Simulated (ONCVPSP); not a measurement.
## Plane-wave convergence, ONCV potential for mercury

Hg, optimised norm-conserving Vanderbilt (ONCV), made with ONCVPSP 4.0.1 (PBE, scalar-relativistic). Core [Xe] 4f14, reference 5d10 6s2. Waves: 6s: rc 2.35 bohr, ncon 4, nbas 7, qcut 2.5 1/bohr, 2 projectors, debl 1.3 Ha; p scattering state at 0.09 Ha: rc 2.45 bohr, ncon 4, nbas 7, qcut 3.8 1/bohr, 2 projectors, debl 3.7 Ha; 5d: rc 1.30 bohr, ncon 4, nbas 8, qcut 6.7 1/bohr, 2 projectors, debl 3.3 Ha. Local part: polynomial inside 1.10 bohr (lpopt 3, dvloc0 4 Ha). Core correction: polynomial model core, fcfact 0.45.

In the p channel the program set the typed energies aside and used 0.050, 3.750 Ha.

Problem. For each optimised wave give the share of its norm inside rc, the residual kinetic energy above qcut (Ha) and the cutoffs (Ha) for errors of 10, 1, 0.1 and 0.01 mHa per electron.

Solution.

```tsv
wave	norm inside rc	residual KE	10 mHa	1 mHa	0.1 mHa	0.01 mHa
6s	0.414	9.1e-03	3.0	15.6	21.2	24.7
s projector 2	0.114	2.6e-02	3.8	9.9	19.9	29.0
p projector 1	0.259	1.5e-05	1.8	4.3	5.7	13.5
p projector 2	0.124	1.3e-02	7.3	11.8	31.0	38.8
5d	0.438	4.3e-04	16.7	21.0	32.0	65.5
d projector 2	0.074	6.6e-04	17.0	21.6	27.1	54.8
```

The occupied waves need 21 Ha and 32 Ha for 1 and 0.1 mHa. Note: ghosts flagged at negative energy: s at -65.5 eV; GHOST(+) flagged for p at 38.8 eV. A true bound ghost makes a file unfit for plane-wave use.
